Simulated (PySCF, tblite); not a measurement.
Species: C5H12N2.
SMILES with atom numbers: `[CH3:1][NH:2][N:3]([CH3:4])[CH:5]1[CH2:6][CH2:7]1` (hydrogens: H8, H9, H10 on C1; H11 on N2; H12, H13, H14 on C4; H15 on C5; H16, H17 on C6; H18, H19 on C7)

Structure optimised with GFN2-xTB, isolated species.

(1) What internal coordinates does the optimisation give?

Answers

(1) 
| bond | length (Å) | order |
| --- | --- | --- |
| C1–N2 | 1.447 | single |
| N2–N3 | 1.417 | single |
| N3–C4 | 1.451 | single |
| N3–C5 | 1.436 | single |
| C5–C6, C5–C7 | 1.499 | single |
| C6–C7 | 1.497 | single |
| C1–H8, C1–H10 | 1.089 | single |
| C1–H9 | 1.098 | single |
| N2–H11 | 1.026 | single |
| C4–H12, C4–H14 | 1.087 | single |
| C4–H13 | 1.100 | single |
| C5–H15 | 1.097 | single |
| C6–H16, C7–H19 | 1.078 | single |
| C6–H17, C7–H18 | 1.080 | single |

Bonds in one row agree within 0.01 Å and their mean is given. Orders are formal, as drawn. A selection of angles:
| angle | degrees |
| --- | --- |
| N2–C1–H8 | 107.8 |
| N2–C1–H9 | 114.3 |
| H8–C1–H9 | 108.8 |
| C1–N2–N3 | 113.0 |
| C1–N2–H11 | 110.1 |
| N3–N2–H11 | 111.2 |
| N2–N3–C4 | 108.7 |
| N2–N3–C5 | 113.6 |
| C4–N3–C5 | 112.1 |
| N3–C4–H12 | 108.9 |
| N3–C4–H13 | 112.6 |
| N3–C4–H14 | 108.0 |
| H12–C4–H13 | 108.9 |
| N3–C5–C6 | 118.9 |
| N3–C5–C7 | 118.5 |
| N3–C5–H15 | 114.9 |
| C6–C5–C7 | 59.9 |
| C6–C5–H15 | 117.0 |
| C5–C6–C7 | 60.0 |
| C5–C6–H16 | 117.5 |
| C5–C6–H17 | 118.5 |
| C7–C6–H16 | 117.1 |
| C7–C6–H17 | 119.0 |
| H16–C6–H17 | 114.4 |

Torsions: C1–N2–N3–C4 -154° (antiperiplanar); N2–N3–C5–C6 -91° (anticlinal); N3–C5–C6–C7 -108° (anticlinal); N3–C5–C7–C6 109° (anticlinal). The mirror-image conformer, all signs reversed, is as good.

N2 (hydrazine nitrogen) is pyramidal (angles 113.0°, 111.2° and 110.1°, sum 334.3°, 0.38 Å off the plane of its three neighbours). Of the pairs four or more bonds apart, C6···H9 is among the closest relative to their van der Waals radii: 2.83 Å, 98 % of the sum of Bondi's values. N3 (hydrazine nitrogen) is pyramidal (angles 113.6°, 112.1° and 108.7°, sum 334.4°, 0.43 Å off the plane of its three neighbours). All 3 C–C bonds measure 1.497 to 1.500 Å. The 3-membered ring C5–C6–C7 has internal angles of 59.9° to 60.1°.

Point group: C1 (no symmetry element, even within 0.4 Å). Its GFN2-xTB frequencies are all real (lowest 82 cm⁻¹). The numbers are those of one conformer. 2 starts were optimised and ended at 0.00 and 0.33 kcal/mol (GFN2-xTB); the lowest of these is shown.

These are computed values.
